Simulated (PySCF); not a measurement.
# Computed vibrations of Pr(OH)3(NH3)

Pr(OH)3(NH3) (singlet in the valence; each metal's 4f electrons, 2 of them, lie in its core potential, out of spins and levels). PySCF 2.14.0, RKS PBE0, Pr lcecp-1-SVP with ECP48, O def2-SVP, H def2-SVP, N def2-SVP; non-relativistic Hamiltonian with scalar-relativistic core potentials where named; density fitting; no spin-orbit coupling. Central differences of gradients.

```xyz
11

Pr    0.0882   -0.0904    0.0916
O     1.1602    1.4917    1.0902
H     1.6665    2.1349    1.5857
O    -1.5620   -1.0216    1.1214
H    -2.2260   -1.4992    1.6175
O     1.0890   -1.1929   -1.4686
H     1.5852   -1.7132   -2.0997
N    -1.3978    1.4517   -1.4819
H    -2.0070    2.0614   -0.9357
H    -0.8394    2.0541   -2.0871
H    -2.0013    0.8969   -2.0894
```

Run from Python with OMP_NUM_THREADS=2. Where DIIS fails, smearing, a level shift and second-order steps follow.
It took 3.8 min on 2 threads of AMD EPYC 9R45 96-Core Processor (Zen 5) (shared host).

(1) What are the harmonic wavenumbers and infrared intensities?

(2) Is this a minimum?

An lcecp potential fixes the number of 4f electrons, so in runs with it no electron can move into or out of that shell.

Answers

(1) Negative numbers are unstable modes, those under 60 cm⁻¹ near the noise; a finer grid moves soft modes by up to 10 cm⁻¹.
| cm⁻¹ | km/mol | symmetry |
| --- | --- | --- |
| 56 | 2.9 |  |
| 61 | 3.1 |  |
| 62 | 0.3 |  |
| 77 | 12.8 |  |
| 107 | 2.0 |  |
| 108 | 1.9 |  |
| 271 | 0.6 |  |
| 273 | 0.5 |  |
| 345 | 240.9 |  |
| 349 | 240.3 |  |
| 439 | 2.5 |  |
| 441 | 5.0 |  |
| 464 | 289.5 |  |
| 465 | 39.7 |  |
| 467 | 215.7 |  |
| 551 | 242.8 |  |
| 551 | 241.9 |  |
| 570 | 21.4 |  |
| 1152 | 150.5 |  |
| 1633 | 21.5 |  |
| 1633 | 21.3 |  |
| 3505 | 18.4 |  |
| 3633 | 37.2 |  |
| 3634 | 37.1 |  |
| 3996 | 79.2 |  |
| 3999 | 83.7 |  |
| 4000 | 63.9 |  |

(2) Yes, within the noise of the softest modes. Ideal gas at 298.15 K and 1 bar: S = 449.0 J/(mol K), Cp = 153.9 J/(mol K), H − H(0 K) = 31.4 kJ/mol (rigid rotor, harmonic modes, spin degeneracy alone, that of the 4f electrons in the core included; the modes under 60 cm⁻¹ make these uncertain).
